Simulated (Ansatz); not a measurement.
`C=N[SiH2]F` + `BC(=N)F` → `B[SiH2]N=C` + `N=C(F)F`  (formal exchange of groups at the Si–F bond)

Gas-phase electronic energies from Ansatz, PBE0-D4/def2-TZVP geometries. CBS: MP2 limit from def2 TZ/QZ plus the TZ coupled-cluster correction, frozen cores. Functionals use def2-TZVPP. B3LYP here is the variant with VWN-RPA as its local correlation; programs differ in this. Each species was taken in one conformer, which may not be the lowest.

```tsv
species	B3LYP energy (Eh)
`C=N[SiH2]F`	-484.77483
`BC(=N)F`	-219.40932
`B[SiH2]N=C`	-410.84082
`N=C(F)F`	-293.25919
```

Q: Work out ΔE.

A: ΔE = (-410.84082) + (-293.25919) − (-484.77483) − (-219.40932) = 0.08414 Eh = +220.9 kJ/mol. CCSD(T)/CBS gives +229.1 kJ/mol.

Largest T1 diagnostic among the species: 0.014.

Leaving LDA and LC-ωPBE aside and taking each functional with its dispersion term where it has one, the values, not all of them listed here, spread over 26.8 kJ/mol, from PBE-D4 to B2PLYP. LDA lies −5.3 kJ/mol from PBE without D4. From BLYP to BHLYP (50 % exact exchange), in def2-TZVPP and without D4, ΔE moves by +5.9 kJ/mol.
